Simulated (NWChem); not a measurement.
Molecule: vinylidene fluoride (C₂H₂F₂); SMILES FC(=C)F

Program: NWChem. Pople sets run with spherical d functions. Structure relaxed at the PBE0/def2-SVP level. Ions are spin-unrestricted doublets at the neutral geometry; other ion states weren't tried.

Q: Taking Hartree-Fock/def2-TZVPD as the yardstick, which of these has the fewest basis functions while keeping “vertical ionisation energy, ΔSCF (eV)” within 0.2 eV of it: Hartree-Fock/STO-3G; Hartree-Fock/6-311++G**; Hartree-Fock/6-31+G*; Hartree-Fock/3-21G; Hartree-Fock/6-311G**; Hartree-Fock/6-31G*?

A: Hartree-Fock/6-31G*.
| level | basis functions | vertical ionisation energy, ΔSCF (eV) |
|---|---|---|
| Hartree-Fock/STO-3G | 22 | 7.29 |
| Hartree-Fock/3-21G | 40 | 9.62 |
| Hartree-Fock/6-31G* | 60 | 9.20 |
| Hartree-Fock/6-31+G* | 76 | 9.38 |
| Hartree-Fock/6-311G** | 84 | 9.35 |
| Hartree-Fock/6-311++G** | 102 | 9.42 |
| Hartree-Fock/def2-TZVPD | 172 | 9.30 |

The yardstick is one finite set, not the basis-set limit.
